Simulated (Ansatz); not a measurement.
Geometry optimisation, Ansatz, RKS B3LYP/6-31G.

The input (input.yaml):

```yaml
crystal:
  periodic: [false, false, false]
  atoms:
    - { symbol: B, position_ang: [-0.5364, -2.0785, 1.2532] }
    - { symbol: C, position_ang: [-0.8009, -0.6341, 0.5574] }
    - { symbol: C, position_ang: [0.0966, 0.0065, -0.2003] }
    - { symbol: C, position_ang: [1.5702, -0.5623, -0.4573] }
    - { symbol: Si, position_ang: [-0.2971, 1.6508, -0.9344] }
    - { symbol: O, position_ang: [-0.6309, 2.792, 0.3413] }
    - { symbol: H, position_ang: [-1.4331, -2.5078, 1.8797] }
    - { symbol: H, position_ang: [0.4706, -2.6081, 1.1295] }
    - { symbol: H, position_ang: [-1.7637, -0.1525, 0.7575] }
    - { symbol: H, position_ang: [1.4012, -1.5427, -0.96] }
    - { symbol: H, position_ang: [2.094, 0.1063, -1.0663] }
    - { symbol: H, position_ang: [2.0553, -0.7171, 0.5214] }
    - { symbol: H, position_ang: [0.7719, 2.1881, -1.7416] }
    - { symbol: H, position_ang: [-1.5099, 1.5295, -1.7589] }
    - { symbol: H, position_ang: [-1.5097, 2.4791, 0.7083] }
basis:
  gaussian: { orbitals: "6-31G" }
hamiltonian:
  xc: b3lyp
relax:
  f_tol: 0.02
  max_steps: 50
output:
  orbitals: {}
```

Run as:

```bash
$ ansatz run input.yaml --threads 1 --pin off --max-ram 2048MiB --backend cpu --events-out ev --progress --plain --runs-dir out
```

**Question.** Where does it end, and by what steps?

**Answer.** It converged. Limits of this set-up: no polarisation functions. After 23 steps the energy has fallen by 0.761 eV; H15 moved furthest, 1.61 Å.

```json
{"step": "0", "energy less start (eV)": "0.0000", "largest force component (eV/Å)": "3.088", "accepted": "yes"}
{"step": "1", "energy less start (eV)": "-0.4114", "largest force component (eV/Å)": "1.204", "accepted": "yes"}
{"step": "2", "energy less start (eV)": "-0.4851", "largest force component (eV/Å)": "1.181", "accepted": "yes"}
{"step": "3", "energy less start (eV)": "-0.5678", "largest force component (eV/Å)": "0.609", "accepted": "yes"}
{"step": "4", "energy less start (eV)": "-0.5964", "largest force component (eV/Å)": "0.215", "accepted": "yes"}
{"step": "5", "energy less start (eV)": "-0.6162", "largest force component (eV/Å)": "0.276", "accepted": "yes"}
{"step": "6", "energy less start (eV)": "-0.6271", "largest force component (eV/Å)": "0.617", "accepted": "yes"}
{"step": "7", "energy less start (eV)": "-0.6481", "largest force component (eV/Å)": "0.348", "accepted": "yes"}
{"step": "8", "energy less start (eV)": "-0.6799", "largest force component (eV/Å)": "0.187", "accepted": "yes"}
{"step": "9", "energy less start (eV)": "-0.6960", "largest force component (eV/Å)": "0.452", "accepted": "yes"}
{"step": "10", "energy less start (eV)": "-0.7027", "largest force component (eV/Å)": "0.404", "accepted": "yes"}
{"step": "11", "energy less start (eV)": "-0.7411", "largest force component (eV/Å)": "0.168", "accepted": "yes"}
{"step": "12", "energy less start (eV)": "-0.7335", "largest force component (eV/Å)": "0.714", "accepted": "no"}
{"step": "13", "energy less start (eV)": "-0.7509", "largest force component (eV/Å)": "0.089", "accepted": "yes"}
{"step": "14", "energy less start (eV)": "-0.7466", "largest force component (eV/Å)": "0.378", "accepted": "no"}
{"step": "15", "energy less start (eV)": "-0.7541", "largest force component (eV/Å)": "0.079", "accepted": "yes"}
{"step": "16", "energy less start (eV)": "-0.7556", "largest force component (eV/Å)": "0.177", "accepted": "yes"}
{"step": "17", "energy less start (eV)": "-0.7576", "largest force component (eV/Å)": "0.130", "accepted": "yes"}
{"step": "18", "energy less start (eV)": "-0.7592", "largest force component (eV/Å)": "0.114", "accepted": "yes"}
{"step": "19", "energy less start (eV)": "-0.7597", "largest force component (eV/Å)": "0.109", "accepted": "yes"}
{"step": "20", "energy less start (eV)": "-0.7605", "largest force component (eV/Å)": "0.089", "accepted": "yes"}
{"step": "21", "energy less start (eV)": "-0.7607", "largest force component (eV/Å)": "0.077", "accepted": "yes"}
{"step": "22", "energy less start (eV)": "-0.7610", "largest force component (eV/Å)": "0.057", "accepted": "yes"}
{"step": "23", "energy less start (eV)": "-0.7612", "largest force component (eV/Å)": "0.007", "accepted": "yes"}
```

```xyz
15
Properties=species:S:1:pos:R:3
B -0.671 -2.384 0.858
C -0.922 -0.982 0.270
C 0.024 -0.075 -0.123
C 1.516 -0.273 -0.030
Si -0.549 1.595 -0.878
O 0.172 2.952 -0.071
H -1.599 -3.085 1.142
H 0.428 -2.813 1.049
H -1.963 -0.672 0.144
H 1.789 -1.225 0.429
H 1.970 -0.225 -1.030
H 1.970 0.543 0.548
H -0.050 1.729 -2.283
H -2.053 1.635 -0.822
H -0.083 3.228 0.825
```

Whether the end is a true minimum wasn't checked by a vibrational analysis.

Time of the run: 4.2 min on 1 thread of Arm Neoverse N1 (shared host), peak memory 0.19 GiB.
